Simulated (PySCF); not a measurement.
CH5FO2Si2, SMILES O[Si@]1(F)CO[SiH2]1.

Coordinates come from a TPSSh-D3(BJ)/def2-SVP optimisation. The structure was generated by enumeration; whether it is a known compound was not checked. One conformer was computed; it need not be the lowest.

Method: TDA-M06-2X/def2-SVPD (PySCF).

Vertical excitations. Isolated molecule, no solvent.

```json
[
 {"state": "S1", "energy (eV)": "6.00", "λ (nm)": "207", "f": "0.057", "main pairs": "HOMO→LUMO 83 %"},
 {"state": "S2", "energy (eV)": "6.39", "λ (nm)": "194", "f": "0.037", "main pairs": "HOMO→LUMO+2 54 %, HOMO→LUMO+1 28 %"},
 {"state": "S3", "energy (eV)": "6.52", "λ (nm)": "190", "f": "0.006", "main pairs": "HOMO−1→LUMO 58 %, HOMO−1→LUMO+1 27 %"},
 {"state": "S4", "energy (eV)": "6.84", "λ (nm)": "181", "f": "0.122", "main pairs": "HOMO→LUMO+1 50 %, HOMO→LUMO+2 32 %, HOMO→LUMO 10 %"},
 {"state": "S5", "energy (eV)": "7.13", "λ (nm)": "174", "f": "0.047", "main pairs": "HOMO−2→LUMO 61 %, HOMO−2→LUMO+1 19 %"},
 {"state": "S6", "energy (eV)": "7.43", "λ (nm)": "167", "f": "0.018", "main pairs": "HOMO−1→LUMO+2 36 %, HOMO−2→LUMO+1 22 %, HOMO−1→LUMO+1 15 %, HOMO−2→LUMO+2 12 %"},
 {"state": "S7", "energy (eV)": "7.48", "λ (nm)": "166", "f": "0.024", "main pairs": "HOMO−2→LUMO+2 55 %, HOMO−1→LUMO+2 14 %"},
 {"state": "S8", "energy (eV)": "7.72", "λ (nm)": "161", "f": "0.117", "main pairs": "HOMO→LUMO+4 84 %"},
 {"state": "S9", "energy (eV)": "7.82", "λ (nm)": "158", "f": "0.022", "main pairs": "HOMO−1→LUMO+1 34 %, HOMO−1→LUMO+2 28 %, HOMO−1→LUMO 22 %"},
 {"state": "S10", "energy (eV)": "7.87", "λ (nm)": "158", "f": "0.080", "main pairs": "HOMO→LUMO+3 90 %"},
 {"state": "T1", "energy (eV)": "5.48", "λ (nm)": "226", "f": "0", "main pairs": "HOMO→LUMO 66 %, HOMO→LUMO+1 25 %"},
 {"state": "T2", "energy (eV)": "5.63", "λ (nm)": "220", "f": "0", "main pairs": "HOMO→LUMO+2 64 %, HOMO→LUMO+1 25 %"},
 {"state": "T3", "energy (eV)": "6.12", "λ (nm)": "203", "f": "0", "main pairs": "HOMO→LUMO+1 23 %, HOMO→LUMO+2 19 %, HOMO→LUMO 18 %, HOMO→LUMO+4 15 %"},
 {"state": "T4", "energy (eV)": "6.20", "λ (nm)": "200", "f": "0", "main pairs": "HOMO−1→LUMO 61 %, HOMO−1→LUMO+1 29 %"}
]
```
Triplets are in the Tamm–Dancoff approximation.
